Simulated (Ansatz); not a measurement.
C4H7B can be A, `C=C1CB1C`, or B, `C#CB(C)C`.

Gas-phase electronic energies from Ansatz, PBE0-D4/def2-TZVP geometries. CCSD(T)/CBS adds triple-zeta CCSD(T) − MP2 to the extrapolated MP2 energy (def2 sets, frozen cores). Functionals use def2-TZVPP. B3LYP here is the variant with VWN-RPA as its local correlation; programs differ in this.

**Question.** Which is lower in electronic energy at CCSD(T)/CBS, and by how much? (An estimate is asked.)

**Answer.** Computed: B, by 99.7 kJ/mol.

**Question.** Give E(B) − E(A) in kJ/mol with LDA (SPW92), B3LYP-D4, BLYP-D4, CCSD(T)/def2-TZVPP, CCSD/def2-TZVPP, B3LYP, HF/def2-TZVPP. (Best estimate.)

**Answer.** Ansatz gave: LDA (SPW92) -50.4, B3LYP-D4 -89.1, BLYP-D4 -90.7, CCSD(T)/def2-TZVPP -99.6, CCSD/def2-TZVPP -100.8, B3LYP -88.9, HF/def2-TZVPP -112.1. None reverses the order clearly.

**Question.** Does the order hold for the free energy at 298.15 K (harmonic terms from PBE0-D4)? (An estimate is asked.)

**Answer.** Ansatz gave: Yes: G(B) − G(A) = -101.5 kJ/mol. Modes under 60 cm⁻¹, often nearly free rotors, make the harmonic entropy too high.

Largest T1 diagnostic: 0.012.

Leaving LDA and LC-ωPBE aside and taking each functional with its dispersion term where it has one, the values, not all of them listed here, spread over 31.2 kJ/mol, from B2PLYP to PBE-D4. LDA lies +16.6 kJ/mol from PBE without D4. At CCSD(T), def2-SVP lies +9.8 kJ/mol from the extrapolated value and def2-TZVPP +0.1 kJ/mol.
